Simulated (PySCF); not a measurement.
Compound: C2H5FO2Si.
Z-matrix (Å and degrees, GFN2-xTB geometry), rows numbered from 1:
```
O 
C   1  1.2028
O   2  1.3456  1  122.00
C   2  1.4852  1  126.06  3  -177.30
Si  4  1.9085  2  109.05  1    90.35
F   5  1.6109  4  104.95  2   179.04
H   3  0.9697  2  110.22  1     0.73
H   4  1.0888  2  109.32  1   -29.72
H   4  1.0888  2  109.51  1  -149.79
H   5  1.4521  4  112.44  2   -66.59
H   5  1.4540  4  111.50  2    65.22
```

Method: B3LYP/def2-SVPD in PySCF (dipole) on a GFN2-xTB geometry, gas phase.

Masses are those of the commonest isotopes; rigid-rotor values at the optimised geometry. The values belong to one conformer with, in the numbering `[O:1]=[C:2]([OH:3])[CH2:4][SiH2:5][F:6]`, O1–C2–O3–H 1°, O1–C2–C4–Si5 90°, C2–C4–Si5–F6 179°.

Question: Give the principal moments of inertia and the rotational constants in cm⁻¹.

Answer: Ia = 71.66, Ib = 362.16, Ic = 381.78 u·Å²; 505379 MHz·u·Å²/I gives 7052, 1395 and 1324 MHz, that is A = 0.23524, B = 0.04655, C = 0.04416 cm⁻¹.

Question: What kind of rotor is it?

Answer: A near-prolate asymmetric top. Ray's parameter κ = (2B − A − C)/(A − C) = -0.975; −1 is the prolate and +1 the oblate limit.

Question: Is it planar, by Δ = Ic − Ia − Ib?

Answer: Not planar: Δ = Ic − Ia − Ib = -52.04 u·Å². For a rigid frame Δ = −2 Σ m c², so Σ m c² = 26.02 u·Å² lies off the ab plane: 7.83 from hydrogen and 18.19 from heavier atoms. The atom farthest from that plane is 1.48 Å away.

Question: Give the coordinates in the principal-axis frame, origin at the centre of mass.

Answer: The sense of each axis is arbitrary; atoms in the order of the calculation.
```csv
atom,mass (u),a (Å),b (Å),c (Å)
O1,15.995,2.081,1.076,-0.164
C2,12.000,1.468,0.097,0.172
O3,15.995,1.921,-1.146,-0.075
C4,12.000,0.139,0.082,0.833
Si5,27.977,-1.222,0.014,-0.503
F6,18.998,-2.608,-0.025,0.316
H7,1.008,2.777,-1.107,-0.529
H8,1.008,0.024,0.984,1.432
H9,1.008,0.063,-0.794,1.476
H10,1.008,-1.273,1.224,-1.304
H11,1.008,-1.174,-1.233,-1.249
```

Question: Which types of transition are allowed, and where do some lines up to J = 2 fall?

Answer: The dipole components are |μa| = 0.58 D, |μb| = 1.49 D, |μc| = 0.25 D. Intensities carry the squares of the components, which stand as 0.15 : 1.00 : 0.03 (a : b : c). Some lines, for components of 0.1 D or more:

| type | branch | J(Ka,Kc) | MHz | lower level (cm⁻¹) |
| --- | --- | --- | --- | --- |
| a | R | 1(0,1) ← 0(0,0) | 2719 | 0.000 |
| a | R | 2(1,2) ← 1(1,1) | 5367 | 0.279 |
| a | R | 2(0,2) ← 1(0,1) | 5438 | 0.091 |
| a | R | 2(1,1) ← 1(1,0) | 5510 | 0.282 |
| c | Q | 2(1,2) ← 2(0,2) | 5586 | 0.272 |
| c | Q | 1(1,1) ← 1(0,1) | 5657 | 0.091 |
| b | Q | 1(1,0) ← 1(0,1) | 5729 | 0.091 |
| b | Q | 2(1,1) ← 2(0,2) | 5801 | 0.272 |
| b | R | 1(1,1) ← 0(0,0) | 8376 | 0.000 |
| c | R | 1(1,0) ← 0(0,0) | 8448 | 0.000 |
| b | R | 2(1,2) ← 1(0,1) | 11024 | 0.091 |
| c | R | 2(1,1) ← 1(0,1) | 11239 | 0.091 |
| c | Q | 2(2,1) ← 2(1,1) | 16971 | 0.466 |
| b | Q | 2(2,0) ← 2(1,1) | 16971 | 0.466 |
| b | Q | 2(2,1) ← 2(1,2) | 17186 | 0.458 |
| b | R | 2(2,1) ← 1(1,0) | 22481 | 0.282 |
| c | R | 2(2,0) ← 1(1,0) | 22481 | 0.282 |
| c | R | 2(2,1) ← 1(1,1) | 22552 | 0.279 |
| b | R | 2(2,0) ← 1(1,1) | 22553 | 0.279 |

Question: Estimate the classical rotational partition function at 10 K, 50 K and 500 K.

Answer: Point group C1, symmetry number σ = 1; q = (√π/σ)·√((kT/h)³/(ABC)), k/h = 20836.6 MHz/K: 1480 at 10 K, 16500 at 50 K, 522000 at 500 K.

No frequency check. These are rigid-rotor constants of the computed structure; measured ground-state constants (B0) also hold zero-point vibration.

The run took 35 s of wall time on Arm Neoverse N1, one thread (shared host). This is the B3LYP/def2-SVPD job that gave the dipole, with the excitations it also computed.
